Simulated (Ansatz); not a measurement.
`[SiH3][AlH][GeH3]` + `NN` → `NN[SiH3]` + `[AlH2][GeH3]`  (cleavage of the Si–Al bond)

Program: Ansatz. Geometries: PBE0-D4/def2-TZVP. ΔE: electronic, gas phase. CBS: MP2 limit from def2 TZ/QZ plus the TZ coupled-cluster correction, frozen cores. This one scheme is used for every species. DFT in def2-TZVPP. For Ge outer-core shells are correlated without core-valence functions, which leaves a few kJ/mol of doubt a bond. Scalar relativity is left out up to krypton. One conformer a species, not always the lowest.

`[SiH3][AlH][GeH3]`:

Z-matrix (Å, degrees):
```
Si
Al 1 2.458
H 1 1.490 2 114.0
H 1 1.492 2 110.2 3 121.2
H 1 1.492 2 110.1 3 -121.1
Ge 2 2.481 1 118.6 3 -179.2
H 2 1.590 1 121.3 3 0.9
H 6 1.541 2 114.4 1 179.8
H 6 1.543 2 111.0 1 58.6
H 6 1.543 2 111.0 1 -59.0
```

`NN`:

```xyz
6

N     0.036    0.694    0.256
N    -0.019   -0.718    0.182
H     0.256    1.125   -0.635
H    -0.869    1.030    0.555
H    -0.310   -1.051   -0.730
H     0.906   -1.080    0.372
```

`NN[SiH3]`:

Z-matrix (Å, degrees):
```
Si
N 1 1.714
H 1 1.494 2 112.3
H 1 1.491 2 110.9 3 -118.9
H 1 1.486 2 107.1 3 120.7
N 2 1.407 1 123.5 3 57.5
H 2 1.005 1 123.5 3 -110.3
H 6 1.013 2 110.1 1 66.7
H 6 1.014 2 110.8 1 -53.4
```

`[AlH2][GeH3]`:

Cartesian coordinates in Å:
```
Al -1.177 0.816 0.106
Ge 0.854 -0.587 -0.103
H -2.619 0.153 0.037
H -1.050 2.381 0.337
H 2.061 0.176 -0.681
H 1.292 -1.105 1.284
H 0.640 -1.835 -0.981
```

CCSD(T)/CBS gives -29.0 kJ/mol.

Q: Another level gave -30.0 kJ/mol. Which?
A. CAM-B3LYP/def2-TZVPP
B. PBE0-D4/def2-TZVPP
C. revPBE/def2-TZVPP
D. CCSD/def2-TZVPP

A: D. CCSD/def2-TZVPP -30.0, CAM-B3LYP -39.1, PBE0-D4 -17.7, revPBE -10.1 kJ/mol.

Largest T1 diagnostic among the species: 0.013.

In def2-TZVPP, CCSD(T) changes the Hartree–Fock value by +16.0 kJ/mol (the triples alone add +1.9 kJ/mol) and MP2 by +6.1 kJ/mol. From BLYP to BHLYP (50 % exact exchange), in def2-TZVPP and without D4, ΔE moves by −10.3 kJ/mol.
